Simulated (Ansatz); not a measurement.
This geometry of C$_{2}$H$_{8}$B$_{2}$O (13 atoms, charge 0, multiplicity 1) is a first-order saddle point.

Method: RKS B3LYP-D4/def2-SVP in Ansatz 0.2.0.

```xyz
13
Properties=species:S:1:pos:R:3
B -1.411 0.926 0.166
C 0.047 0.475 0.067
B 0.165 -0.917 0.790
C 0.474 -0.472 -1.108
O 1.088 1.412 0.320
H -1.697 1.880 0.848
H -2.288 0.277 -0.352
H -0.727 -1.722 0.796
H 1.185 -1.123 1.400
H 1.324 0.018 -1.600
H -0.343 -0.706 -1.799
H 0.901 -1.462 -0.771
H 1.303 1.379 1.260
```

Q: Which two structures does it join? (They come from a converged band through this point; their orientation in space is the band's.)

A: No bond is made or broken. The dihedral B1–C2–O5–H13 goes from 139 to 12°.

Initial state:

```xyz
13
Properties=species:S:1:pos:R:3
B -1.437 0.953 0.101
C 0.022 0.490 0.108
B 0.069 -0.874 0.869
C 0.504 -0.468 -1.064
O 0.996 1.457 0.434
H -1.763 1.917 0.747
H -2.271 0.305 -0.483
H -0.809 -1.691 0.809
H 1.059 -1.085 1.531
H 1.331 0.066 -1.550
H -0.296 -0.718 -1.770
H 0.956 -1.438 -0.727
H 1.658 1.051 1.010
```

Final state:

```xyz
13
Properties=species:S:1:pos:R:3
B -1.350 0.830 0.268
C 0.100 0.456 0.044
B 0.145 -0.965 0.777
C 0.537 -0.484 -1.111
O 1.170 1.323 0.362
H -1.608 1.708 1.062
H -2.243 0.212 -0.252
H -0.754 -1.760 0.728
H 1.145 -1.184 1.406
H 1.444 -0.049 -1.548
H -0.252 -0.663 -1.849
H 0.877 -1.506 -0.763
H 0.808 2.046 0.891
```

Q: How far does it lie above each of them?

A: 0.025 eV above the first and 0.024 eV above the second. This is the barrier of this one path; another mechanism may lie lower.

Time of the run: 2.4 min on 2 threads of Arm Neoverse V2, on a shared host, peak memory 0.24 GiB.
